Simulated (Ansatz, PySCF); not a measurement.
Gas-phase reaction in SMILES: O[SiH3] [hydroxysilane] -> [O][SiH3] + H atom (the H-O bond at the site shown breaks; other sites are not compared here)
Geometries: B3LYP-D3(BJ)/def2-TZVP minima from Ansatz (an electronic-structure program).
Geometry of the first species:
```
Si
O 1 1.6528
H 2 0.9599 1 118.61
H 1 1.4758 2 105.81 3 180.00
H 1 1.4842 4 109.91 2 -120.66
H 1 1.4842 4 109.91 5 -118.67
```
Charge 0, spin multiplicity 1.

Property: bond dissociation energy (enthalpy at 298 K, with B3LYP-D3(BJ) rigid-rotor harmonic-oscillator terms from PySCF), in kcal/mol. Correlated levels leave the core frozen unless marked. Open shells are spin-unrestricted. Spin-orbit coupling is left out. No relativistic terms. CBS(X,Y): correlation extrapolated as X^-3; Hartree-Fock from the larger set. [CCSD(T)-MP2]/basis is that difference in the basis named.

```json
[
 {"level": "SVWN5/def2-TZVPD", "program": "Ansatz", "bond dissociation energy (kcal/mol)": "127.0"}
]
```

**Question.** Estimate the value at RI-MP2/CBS(aug-cc-pV(T+d)Z,aug-cc-pV(Q+d)Z)+[CCSD(T)-MP2]/aug-cc-pV(T+d)Z as computed with Ansatz.

**Answer.** 120.2 kcal/mol, so SVWN5/def2-TZVPD differs from it by 6.8 kcal/mol.
